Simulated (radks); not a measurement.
Species: Mo. Configuration: [Kr] 4d5 5s1. Calculated with a radial shooting solver on a logarithmic mesh with Libxc functionals: scalar-relativistic Kohn-Sham, r2SCAN, spin-polarised, spherical densities, finite nucleus; open shells are filled with parallel spins first (spin-orbit coupling, left out, can overturn this in heavy ions); meta-GGA in the generalised Kohn-Sham scheme; Fermi nuclear charge, rms radius 4.4091 fm. Some entries of the table are withheld. Estimate them.

orbital,occ.,eigenvalue (eV),<1/r> (bohr^-1)
1s down,1,-19864.89,43.54
1s up,1,-19864.87,43.54
2s up,1,-2817.267,9.820
2s down,1,-2816.574,9.821
2p up,3,-2515.855,9.532
2p down,3,-2515.357,9.533
3s up,1,-484.1520,3.377
3s down,1,-483.9217,3.375
3p up,3,-384.4676,3.206
3p down,3,-384.1680,3.205
3d up,5,-222.8679,2.967
3d down,5,-222.2972,2.966
4s up,1,-66.8384,1.214
4s down,1,-63.4993,1.230
4p up,3,-40.4837,(1)
4p down,3,-36.6489,(2)
5s up,1,-4.8806,0.3754
4d up,5,-4.8189,0.6987

Answer. 
(1) 4p up <1/r> (bohr^-1): 1.072
(2) 4p down <1/r> (bohr^-1): 1.092
